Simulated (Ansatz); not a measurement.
`CC(=O)OC(C)=O` and `CC(=O)O[SiH2]Cl` differ in one atom or group.

Ansatz, PBE0-D4/def2-TZVP geometries, multiplicity 1. Each molecule was computed in one conformer, which needn't be the lowest.

| property | `CC(=O)OC(C)=O` |
| --- | --- |
| LUMO energy (ωB97M-V/def2-TZVPP) / eV | 1.59 |
| HOMO energy (PBE/def2-TZVPP) / eV | -6.43 |
| HOMO energy (PBE0/def2-TZVPP) / eV | -8.08 |
| LUMO energy (B3LYP/def2-TZVPP) / eV | -1.02 |
| HOMO–LUMO gap (ωB97M-V/def2-TZVPP) / eV | 12.07 |
| HOMO–LUMO gap (PBE/def2-TZVPP) / eV | 4.56 |

Problem. What does the change do to each property? (An estimate is asked.)

Solution. Computed: 
```
                               property  `CC(=O)O[SiH2]Cl`  shift
  LUMO energy (ωB97M-V/def2-TZVPP) / eV               1.97   0.38
      HOMO energy (PBE/def2-TZVPP) / eV              -6.85  -0.42
     HOMO energy (PBE0/def2-TZVPP) / eV              -8.51  -0.43
    LUMO energy (B3LYP/def2-TZVPP) / eV              -0.60   0.42
HOMO–LUMO gap (ωB97M-V/def2-TZVPP) / eV              12.89   0.82
    HOMO–LUMO gap (PBE/def2-TZVPP) / eV               5.39   0.83
```

With PBE0 the HOMO falls by 0.43 eV and the LUMO rises by 0.42 eV, so the gap widens by about 0.85 eV. PBE moves the HOMO by -0.42 eV and ωB97M-V by -0.45 eV. The zero-point energy changes by -71.8 kJ/mol with -6 modes.

B3LYP here is the variant with VWN-RPA as its local correlation; programs differ in this.
